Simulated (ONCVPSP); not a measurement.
# Configuration tests for silicon (ONCV)

```
Element                 : Si (Z = 14)
Generator               : ONCVPSP 4.0.1
Type                    : optimised norm-conserving Vanderbilt (ONCV)
Functional              : PBE
Relativity              : scalar-relativistic
Frozen core             : [Ne]
Valence charge          : 4
Reference configuration : 3s2 3p2
Partial waves           : 3s: rc 1.60 bohr, ncon 4, nbas 8, qcut 4.5 1/bohr, 2 projectors, debl 0.8 Ha; 3p: rc 1.90 bohr, ncon 4, nbas 9, qcut 5.2 1/bohr, 1 projector
Local potential         : polynomial inside 1.55 bohr (lpopt 1, dvloc0 4 Ha)
Core correction         : Teter function, fcfact 3.5, rcfact 1.4
```

Energies are relative to the spin-unpolarised reference configuration 3s2 3p2; without spin polarisation the order of configurations can differ from experiment.

```csv
valence configuration,charge,ΔE all-electron (eV),error AE − PS (meV)
3s2 3p0,+2,23.733,+6.7
3s0 3p4,0,13.778,-6.0
```

What are ΔE and the potential's error for 3s1 3p0?

ΔE = 57.704 eV all-electron; the error (AE − PS) is +32 meV.

What are ΔE and the potential's error for 3s2 3p1?

ΔE = 7.740 eV all-electron; the error (AE − PS) is +1.3 meV.

Levels in the configuration 3s1 3p0:

```
level  all-electron (eV)  pseudo (eV)
   3s            -39.488      -39.415
```
